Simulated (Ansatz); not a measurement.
GaH₈NO₂Si₂ (`[NH2][Ga]([O][SiH3])[O][SiH3]`). The species carries charge 0 and has multiplicity 1.

Cartesian coordinates in Å:
```
N 2.1725 -1.2194 -1.7794
Ga 0.9076 -0.4742 -0.7482
O -0.7447 -0.2794 -1.3555
Si -2.1823 0.3178 -0.8685
O 1.2732 -0.0008 0.9187
Si 0.5042 0.5368 2.2529
H 2.0402 -1.3300 -2.7697
H 3.1431 -1.1865 -1.5201
H -2.9557 -0.7092 -0.1193
H -2.0014 1.5043 0.0157
H -2.9602 0.7294 -2.0661
H 1.2889 0.1393 3.4507
H 0.3774 2.0194 2.2294
H -0.8629 -0.0476 2.3596
```

(1) List the harmonic frequencies (cm⁻¹, unscaled) at PBE0-D4/def2-TZVP in Ansatz. (An estimate is asked.)

(2) Is this a minimum?

(3) Give the ideal-gas thermochemistry at 298.15 K and 1 bar (rigid rotor, harmonic oscillator; point group C1, symmetry number 1).

(4) And at 400, 500, 600, 800 and 1000 K?

Results:

(1) The calculation gave: 45, 46, 59, 59, 80, 119, 150, 182, 214, 244, 356, 479, 526, 723, 725, 732, 741, 748, 779, 949, 954, 958, 960, 974, 999, 1031, 1058, 1557, 2197, 2201, 2213, 2214, 2224, 2226, 3625, 3733.

(2) Yes, all 36 modes are real.

(3) Zero-point energy 221.8 kJ/mol; H(298) − E = 254.7 kJ/mol; entropy 463.7 J/(mol·K), of which translation 173.6, rotation 124.4, vibration 165.7; G(298) − E = 116.4 kJ/mol. Modes under 100 cm⁻¹ are hindered rotations or soft bends, so the harmonic entropy is rough.

(4) 
| T (K) | H − E (kJ/mol) | S (J/mol/K) | G − E (kJ/mol) |
| --- | --- | --- | --- |
| 400 | 272.8 | 515.7 | 66.5 |
| 500 | 293.0 | 560.7 | 12.7 |
| 600 | 315.1 | 601.0 | -45.5 |
| 800 | 363.7 | 670.7 | -172.8 |
| 1000 | 416.6 | 729.7 | -313.0 |
